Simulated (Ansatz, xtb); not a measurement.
# Two isomers of C2H8GeOSi

Structure a: `[SiH3][C@@H]1O[C@H]1[GeH3]`, a singlet. Structure b: `[SiH3][C@@]1([GeH3])CO1`, a singlet. Both are isolated molecules in the gas phase, relaxed with PBE0-D3(BJ)/def2-SVP.

Estimate E(b) − E(a) at the level CCSD(T)/def2-SVP + ΔMP2/def2-TZVPP.

Calculated at CCSD(T)/def2-SVP + ΔMP2/def2-TZVPP: E(b) − E(a) = −0.054 eV, so structure b lies lower.

Level by level:

```
                             level              geometry  E(b) − E(a) (eV)  departure from the last row (eV)  job, with rough time for the two
                          GFN2-xTB              GFN2-xTB              +0.023                            +0.077              optimisation, 0.28 s
                         HF/STO-3G              GFN2-xTB              +0.128                            +0.182               single point, 1.2 s
                r2SCAN-D4/def2-SVP              GFN2-xTB              −0.041                            +0.013               single point, 7.5 s
              PBE0-D3(BJ)/def2-SVP  PBE0-D3(BJ)/def2-SVP              −0.039                            +0.015                optimisation, 98 s
                       HF/def2-SVP  PBE0-D3(BJ)/def2-SVP              −0.008                            +0.046           part of the CCSD(T) run
                      MP2/def2-SVP  PBE0-D3(BJ)/def2-SVP              −0.062                            −0.009           part of the CCSD(T) run
                  CCSD(T)/def2-SVP  PBE0-D3(BJ)/def2-SVP              −0.053                             0.000                      single point
CCSD(T)/def2-SVP + ΔMP2/def2-TZVPP  PBE0-D3(BJ)/def2-SVP              −0.054                                               single point, 2.1 min
```

As drawn, both hold the same kinds of bond in the same numbers.

GFN2-xTB, HF/STO-3G put the two in the other order. HF/def2-SVP finds them nearly level. The largest departure from CCSD(T)/def2-SVP + ΔMP2/def2-TZVPP is that of HF/STO-3G, 0.182 eV. The last row adds to CCSD(T) the change of the MP2 difference between the two basis sets, here 0.000 eV.

With thermal terms from frequencies at re-optimised GFN2-xTB minima (ideal gas, soft modes damped towards free rotors, one conformer each, 298.15 K, 1 atm): on the last row, ΔE + ΔZPE = −0.056, ΔH = −0.055, ΔG = −0.051 eV.

The correlated steps freeze 17 core orbitals; the filled d shell of Ge is correlated, in a basis made for valence electrons. Programs: Ansatz 0.2.0, xtb 6.7.1; the last row on 2 threads of AMD EPYC 7R43 64-Core Processor (Zen 3) on a shared host.
